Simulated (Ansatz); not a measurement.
Consider the formal exchange of groups at a C–N bond: `BNC(O)F` + `C[SiH3]` → `C[SiH2]C(O)F` + `BN`.

Gas-phase electronic energies from Ansatz, PBE0-D4/def2-TZVP geometries. CCSD(T)/CBS adds triple-zeta CCSD(T) − MP2 to the extrapolated MP2 energy (def2 sets, frozen cores). This one scheme is used for every species. Functionals use def2-TZVPP. B3LYP here is the variant with VWN-RPA as its local correlation; programs differ in this. One conformer a species, not always the lowest.

Task: Is it downhill or uphill in electronic energy at CCSD(T)/CBS, and by how much? (An estimate is asked.)

Result: Ansatz gave: Downhill: ΔE = -0.06 eV.

Task: What do these levels give: B3LYP-D4, PBE0, B3LYP, HF/def2-QZVPP, SCS-MP2/def2-QZVPP, MP2/CBS(def2)? (An estimate is asked.)

Result: The calculation gave: B3LYP-D4 -0.07, PBE0 -0.01, B3LYP -0.05, HF/def2-QZVPP 0.10, SCS-MP2/def2-QZVPP -0.04, MP2/CBS(def2) -0.08 eV.

Largest T1 diagnostic among the species: 0.013.

In def2-TZVPP, CCSD(T) changes the Hartree–Fock value by −0.10 eV (the triples alone add −0.01 eV) and MP2 by −0.12 eV. From PBE to PBE0 (25 % exact exchange), in def2-TZVPP and without D4, ΔE moves by +0.05 eV.
